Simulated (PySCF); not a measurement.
# Radial density of Ta²⁺ (tantalum, charge +2)

r2SCAN, [Xe] 4f14 5d2 6s1, high-spin 4F determinant (an excited configuration). All numbers are calculated (PySCF 2.14, scalar relativity by spin-free X2C-1e, in x2c-TZVPPall with one added diffuse shell each of s, p, d, f type (12s8p8d4f1g, 113 functions)).

```tsv
r (bohr)	4πr²ρ (e/bohr)	4πr²(ρα − ρβ)
0.0139	100.6	0.0016
0.0234	87.48	-0.0025
0.0394	112.7	0.0089
0.0663	129.4	0.0469
0.112	103.1	0.1005
0.188	113.3	0.0087
0.316	61.24	0.1197
0.531	62.36	0.0358
0.893	20.42	0.4064
1.50	7.514	1.2961
2.53	1.281	1.0160
4.25	0.1927	0.1916
7.15	9.583e-05	0.0000
12.0	0.0001491	0.0001
```

Densities and radii are taken from the X2C orbitals without a picture-change correction, which distorts them close to the nucleus.

Spin-orbit coupling, absent here, splits the open shell strongly.

Question: Where is the radial spin density 4πr²(ρα − ρβ) most negative, and why is it negative at all?

Answer: Around r = 0.0234 bohr, down to -0.0025 e/bohr: exchange with the open shell polarises the paired shells in an unrestricted calculation.
